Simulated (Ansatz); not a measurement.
Consider the ligand exchange at the Si–N bond: `N[SiH](N)N[SiH3]` + HCl → `N[SiH](N)Cl` + `N[SiH3]`.

Computed with Ansatz on PBE0-D4/def2-TZVP structures; ΔE is electronic, products minus reactants. CBS: MP2 limit from def2 TZ/QZ plus the TZ coupled-cluster correction, frozen cores. This one scheme is used for every species. Functionals use def2-TZVPP. Each species was taken in one conformer, which may not be the lowest.

```
           species  PBE0-D4 energy (Eh)
`N[SiH](N)N[SiH3]`           -748.44082
               HCl           -460.66564
     `N[SiH](N)Cl`           -862.01001
         `N[SiH3]`           -347.11159
```

Problem. Work out ΔE.

Solution. ΔE = (-862.01001) + (-347.11159) − (-748.44082) − (-460.66564) = -0.01514 Eh = -39.8 kJ/mol. CCSD(T)/CBS gives -35.7 kJ/mol.

Largest T1 diagnostic among the species: 0.010.

In def2-TZVPP, CCSD(T) changes the Hartree–Fock value by +14.4 kJ/mol (the triples alone add +1.3 kJ/mol) and MP2 by +10.9 kJ/mol. The D4 term adds +8.7 kJ/mol with B3LYP and +5.2 kJ/mol with PBE0; it sums over pairs of atoms, weighted by their polarisabilities, and B3LYP, whose exchange is more repulsive, gets the larger term.

B3LYP here is the variant with VWN-RPA as its local correlation; programs differ in this.
